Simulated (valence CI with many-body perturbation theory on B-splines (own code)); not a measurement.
**Sr²⁴⁺: calculated level list**

Level of theory: valence CI with perturbative core correlation (CI+MBPT): four valence electrons over a frozen Dirac-Fock core [Ne], radial functions for each j: 11 s, 11 p, 9 d, 7 f, 5 g, 2 h, 1 i, with the one-electron correlation potential Σ1, the two-electron term Σ2, the three-electron term Σ3, Breit, model QED; selected CI, second order for the rest (own B-spline code, finite nucleus).

No measured spectrum was set against this ion. As an estimate, levels of excited configurations hold to 0.05 to 0.15 % of their energy, terms of the ground configuration to about 0.5 %.

Levels 1 to 45 of 69, with energies above the lowest level, 3s2.3p2 3P_0. "Leading %" is the weight of the configuration and term that name the level; weights of strongly mixed levels are sums over their largest components and can fall short. In the jj column 3d3/2^4 stands for four electrons in 3d with j = 3/2.

```
No.  Configuration  Term  J  E (cm⁻¹)  Leading %                   Leading jj    Second component
  1        3s2.3p2    3P  0         0         82          3s^2 3p1/2^2 (94 %)     16 % 3s2.3p2 1S
  2        3s2.3p2    3P  1     93049         98      3s^2 3p1/2 3p3/2 (98 %)                    
  3        3s2.3p2    3P  2    122330         54      3s^2 3p1/2 3p3/2 (93 %)     44 % 3s2.3p2 1D
  4        3s2.3p2    1D  2    239260         54          3s^2 3p3/2^2 (93 %)     44 % 3s2.3p2 3P
  5        3s2.3p2    1S  0    313440         81          3s^2 3p3/2^2 (93 %)     16 % 3s2.3p2 3P
  6         3s.3p3   5S°  2    537460         82      3s 3p1/2^2 3p3/2 (60 %)     14 % 3s.3p3 3P°
  7         3s.3p3   3D°  1    648700         64      3s 3p1/2^2 3p3/2 (61 %)     16 % 3s.3p3 3P°
  8         3s.3p3   3D°  2    666010         62      3s 3p1/2 3p3/2^2 (66 %)     14 % 3s.3p3 3P°
  9         3s.3p3   3D°  3    700950         88      3s 3p1/2 3p3/2^2 (88 %)  10 % 3s2.3p.3d 3D°
 10         3s.3p3   3P°  0    767910         90      3s 3p1/2 3p3/2^2 (90 %)   9 % 3s2.3p.3d 3P°
 11         3s.3p3   1D°  2    772430         28      3s 3p1/2 3p3/2^2 (44 %)  23 % 3s2.3p.3d 1D°
 12         3s.3p3   3P°  1    780110         66      3s 3p1/2 3p3/2^2 (70 %)     16 % 3s.3p3 3D°
 13      3s2.3p.3d   3F°  2    846010         38      3s^2 3p1/2 3d3/2 (44 %)     30 % 3s.3p3 3P°
 14      3s2.3p.3d   3F°  2    882970         48      3s^2 3p1/2 3d3/2 (24 %)     21 % 3s.3p3 1D°
 15         3s.3p3   3S°  1    884450         55      3s 3p1/2 3p3/2^2 (66 %)     32 % 3s.3p3 1P°
 16      3s2.3p.3d   3F°  3    906860         89      3s^2 3p1/2 3d5/2 (69 %)   4 % 3s2.3p.3d 3D°
 17      3s2.3p.3d   3P°  2    967620         50      3s^2 3p1/2 3d5/2 (73 %)  20 % 3s2.3p.3d 3D°
 18      3s2.3p.3d   3D°  1    971740         42      3s^2 3p1/2 3d3/2 (80 %)  26 % 3s2.3p.3d 3P°
 19      3s2.3p.3d   3F°  4    989680         98      3s^2 3p3/2 3d5/2 (98 %)                    
 20         3s.3p3   1P°  1   1008200         42            3s 3p3/2^3 (47 %)     31 % 3s.3p3 3S°
 21      3s2.3p.3d   3D°  2   1052700         40      3s^2 3p3/2 3d3/2 (64 %)  28 % 3s2.3p.3d 1D°
 22      3s2.3p.3d   3P°  0   1061000         89      3s^2 3p3/2 3d3/2 (89 %)      9 % 3s.3p3 3P°
 23      3s2.3p.3d   3D°  3   1064600         72      3s^2 3p3/2 3d3/2 (39 %)  10 % 3s2.3p.3d 1F°
 24      3s2.3p.3d   3P°  1   1076100         58      3s^2 3p3/2 3d3/2 (63 %)  18 % 3s2.3p.3d 3D°
 25      3s2.3p.3d   3P°  2   1092200         37      3s^2 3p3/2 3d5/2 (62 %)  23 % 3s2.3p.3d 3D°
 26      3s2.3p.3d   1F°  3   1148200         84      3s^2 3p3/2 3d5/2 (56 %)  12 % 3s2.3p.3d 3D°
 27      3s2.3p.3d   1P°  1   1184900         73      3s^2 3p3/2 3d5/2 (70 %)     12 % 3s.3p3 1P°
 28            3p4    3P  2   1265700         40       3p1/2^2 3p3/2^2 (53 %)   27 % 3s.3p2.3d 3P
 29      3s.3p2.3d    5F  1   1282600         82      3s 3p1/2^2 3d3/2 (66 %)    7 % 3s.3p2.3d 3D
 30      3s.3p2.3d    5F  2   1301000         71  3s 3p1/2 3p3/2 3d3/2 (29 %)   13 % 3s.3p2.3d 5D
 31      3s.3p2.3d    5F  3   1326000         64      3s 3p1/2^2 3d5/2 (46 %)   24 % 3s.3p2.3d 5D
 32            3p4    3P  0   1340500         35       3p1/2^2 3p3/2^2 (45 %)   24 % 3s.3p2.3d 3P
 33      3s.3p2.3d    3P  1   1353900         32  3s 3p1/2 3p3/2 3d3/2 (57 %)   28 % 3s.3p2.3d 5D
 34      3s.3p2.3d    5D  2   1371100         37  3s 3p1/2 3p3/2 3d3/2 (64 %)   14 % 3s.3p2.3d 5F
 35      3s.3p2.3d    5F  4   1373300         82  3s 3p1/2 3p3/2 3d5/2 (77 %)   15 % 3s.3p2.3d 5D
 36      3s.3p2.3d    5D  0   1376200         80  3s 3p1/2 3p3/2 3d3/2 (68 %)          9 % 3p4 3P
 37      3s.3p2.3d    5D  3   1380600         36  3s 3p1/2 3p3/2 3d3/2 (57 %)   26 % 3s.3p2.3d 5F
 38      3s.3p2.3d    5D  1   1388900         57  3s 3p1/2 3p3/2 3d3/2 (30 %)         25 % 3p4 3P
 39            3p4    1D  2   1391900         33         3p1/2 3p3/2^3 (41 %)   18 % 3s.3p2.3d 1D
 40      3s.3p2.3d    5D  4   1404700         52  3s 3p1/2 3p3/2 3d5/2 (49 %)   34 % 3s.3p2.3d 3F
 41      3s.3p2.3d    3F  2   1411400         69  3s 3p1/2 3p3/2 3d5/2 (43 %)   13 % 3s.3p2.3d 5D
 42      3s.3p2.3d    5F  5   1415400         89  3s 3p1/2 3p3/2 3d5/2 (66 %)   11 % 3s.3p2.3d 3G
 43      3s.3p2.3d    3F  3   1444400         54  3s 3p1/2 3p3/2 3d5/2 (61 %)   32 % 3s.3p2.3d 5P
 44      3s.3p2.3d    5P  3   1470400         44  3s 3p1/2 3p3/2 3d5/2 (47 %)   30 % 3s.3p2.3d 5D
 45      3s.3p2.3d    5P  2   1477600         75  3s 3p1/2 3p3/2 3d3/2 (41 %)   12 % 3s.3p2.3d 3P
```

Names give the largest LS component (configuration and term), which can be under half, so a name can repeat, a term be missing and a line seem to break the LS rules; names also repeat where a configuration has a term twice.

The ionisation energy to 3s2.3p 2P°_1/2 of the next ion comes out as 1164 eV (NIST: 1165 ± 3 eV (semi-empirical)). All 69 levels together are meant to be complete up to 1669300 cm⁻¹.
